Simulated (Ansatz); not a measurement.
The cluster Li5Si. Charge 0, multiplicity 2. Geometry PBE-D4/def2-TZVP.

Cartesian coordinates in Å:
```
Li -1.077 1.139 -1.020
Li -1.113 0.325 2.113
Li 1.451 -0.721 -1.766
Li 1.626 1.641 0.697
Li -1.239 -2.020 -0.366
Si 0.353 -0.364 0.341
```

B3LYP takes the VWN-RPA correlation. At HF/6-31G the charge 0 doublet is spin-contaminated (final ⟨S²⟩ up to 1.00, 0.75 for a pure state). The structure comes from a short search, and lower isomers may exist.

**Question.** Estimate the α-spin orbital energies around the gap (eV) in Ansatz with HF/6-31G, B3LYP-D4/6-31G, PBE0-D4/def2-TZVP, PBE0-D4/def2-TZVPD, ωB97X-V/def2-TZVP.

**Answer.** 
```csv
orbital,HF/6-31G,B3LYP-D4/6-31G,PBE0-D4/def2-TZVP,PBE0-D4/def2-TZVPD,ωB97X-V/def2-TZVP
HOMO−5,-65.84,-53.53,-54.01,-54.02,-56.25
HOMO−4,-13.74,-10.31,-10.56,-10.55,-13.28
HOMO−3,-5.80,-4.48,-4.68,-4.68,-6.38
HOMO−2,-5.78,-4.41,-4.62,-4.62,-6.32
HOMO−1,-5.20,-3.91,-4.20,-4.20,-5.83
HOMO,-3.52,-2.61,-2.79,-2.80,-3.57
LUMO,0.56,-1.19,-1.17,-1.25,0.26
LUMO+1,0.57,-1.13,-1.11,-1.19,0.33
LUMO+2,0.65,-0.98,-0.93,-1.04,0.59
LUMO+3,0.73,-0.87,-0.92,-0.97,0.62
LUMO+4,0.83,-0.83,-0.84,-0.91,0.84
LUMO+5,1.22,-0.44,-0.41,-0.60,1.34
β HOMO,-5.72,-3.81,-4.06,-4.07,-5.62
β LUMO,0.47,-1.68,-1.55,-1.58,-0.34
```
